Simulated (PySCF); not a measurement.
A search over the determinants of GeS

Unrestricted PBE0; basis Ge x2c-SVPall, S x2c-SVPall; spin-free X2C with a Gaussian nucleus; PySCF 2.14. Outer shells of the fragments: Ge 3d10 4s2 4p2; S 3s2 3p4.

Followed along the bond (rough minima from three points):

```json
{"2Ms+1": "1", "unpaired": "none", "⟨S²⟩ at the start": "0.00", "R at minimum (Å)": "2.02", "Te (eV)": "0.00"}
{"2Ms+1": "3", "unpaired": "π ↑↑", "⟨S²⟩ at the start": "2.01", "R at minimum (Å)": "none in the scan", "Te (eV)": "≤ 2.65"}
{"2Ms+1": "5", "unpaired": "σ ↑, π ↑↑↑", "⟨S²⟩ at the start": "6.00", "R at minimum (Å)": "none in the scan", "Te (eV)": "≤ 5.45"}
```

Solutions found at the starting distance of 2.145 Å, counted from the lowest of them; the search is not exhaustive and high or unbound solutions are not listed, so other states can lie among these:

```json
{"2Ms+1": "1", "unpaired": "none", "term": "¹Σ⁺", "E (eV)": "0.00", "⟨S²⟩": "0.00", "⟨Lz²⟩": "0.00", "μ (D)": "-2.62"}
{"2Ms+1": "3", "unpaired": "π ↑↑", "term": "mixed", "E (eV)": "2.55", "⟨S²⟩": "2.01", "⟨Lz²⟩": "2.01", "μ (D)": "-0.27"}
{"2Ms+1": "3", "unpaired": "π ↑↑", "term": "mixed", "E (eV)": "2.91", "⟨S²⟩": "2.01", "⟨Lz²⟩": "2.01", "μ (D)": "-0.50"}
{"2Ms+1": "1", "unpaired": "π ↑↓", "term": "mixed", "E (eV)": "2.97", "⟨S²⟩": "1.01", "⟨Lz²⟩": "2.01", "μ (D)": "-0.58"}
{"2Ms+1": "3", "unpaired": "σ ↑, π ↑", "term": "³Π", "E (eV)": "3.09", "⟨S²⟩": "2.01", "⟨Lz²⟩": "1.01", "μ (D)": "-2.06"}
{"2Ms+1": "1", "unpaired": "σ ↓, π ↑", "term": "mixed", "E (eV)": "3.38", "⟨S²⟩": "1.02", "⟨Lz²⟩": "1.01", "μ (D)": "-1.89"}
{"2Ms+1": "5", "unpaired": "σ ↑, π ↑↑↑", "term": "⁵Π", "E (eV)": "5.53", "⟨S²⟩": "6.00", "⟨Lz²⟩": "1.00", "μ (D)": "0.53"}
{"2Ms+1": "3", "unpaired": "σ ↑, π ↑↑↓", "term": "mixed", "E (eV)": "6.30", "⟨S²⟩": "3.01", "⟨Lz²⟩": "3.02", "μ (D)": "0.93"}
{"2Ms+1": "5", "unpaired": "π ↑↑↑↑", "term": "⁵Σ⁺", "E (eV)": "6.31", "⟨S²⟩": "6.01", "⟨Lz²⟩": "0.00", "μ (D)": "4.04"}
{"2Ms+1": "3", "unpaired": "σ ↑, π ↑", "term": "³Π", "E (eV)": "6.43", "⟨S²⟩": "2.00", "⟨Lz²⟩": "1.02", "μ (D)": "0.35"}
```

A term symbol is given only where ⟨S²⟩ and ⟨Lz²⟩ are close to those of a pure state; real π, δ and φ orbitals otherwise mix terms. A positive dipole means Ge(−)S(+).

The measured ground state is X ¹Σ+ (Huber and Herzberg, Constants of Diatomic Molecules (1979)).

Counting both spins, an empty level lies below a filled one in some of these solutions, because spin and occupation are held.
